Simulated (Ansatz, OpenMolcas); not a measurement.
How basis sets differ on AlF3 (SMILES F[Al](F)F)

AlF3: 4 atoms, total charge 0, spin state singlet. As SMILES, `F[Al](F)F`. The shape is that of a PBE0-D4/def2-TZVP optimisation.

```xyz
4

F     0.8594   -0.7226    1.1802
Al    0.0000    0.0000    0.0000
F    -1.4407   -0.6125   -0.4501
F     0.5813    1.3351   -0.7300
```

Each level gives the HOMO–LUMO gap (eV). The values are calculated.

```json
{"level": "HF/ANO-RCC-MB (DKH2)", "kind": "Hartree–Fock", "program": "OpenMolcas", "value (eV)": "18.41", "CPU time": "2.4 s"}
{"level": "HF/ANO-XS-MB (DKH2)", "kind": "Hartree–Fock", "program": "OpenMolcas", "value (eV)": "19.02", "CPU time": "2.6 s"}
{"level": "HF/STO-3G", "kind": "Hartree–Fock", "program": "Ansatz", "value (eV)": "20.34", "CPU time": "0.1 s"}
{"level": "HF/3-21G", "kind": "Hartree–Fock", "program": "OpenMolcas", "value (eV)": "18.51", "CPU time": "1.4 s"}
{"level": "HF/ANO-S-VDZP (RICD fitting)", "kind": "Hartree–Fock", "program": "OpenMolcas", "value (eV)": "18.57", "CPU time": "3.1 s"}
{"level": "HF/6-311+G**", "kind": "Hartree–Fock", "program": "OpenMolcas", "value (eV)": "17.97", "CPU time": "7.8 s"}
```

The values span 17.97 to 20.34 eV. A Hartree–Fock LUMO above zero doesn't converge with the basis: it sinks as sets grow more diffuse. Orbital gaps aren't excitation energies. CPU times are rough (shared hosts, several kinds of processor and program).
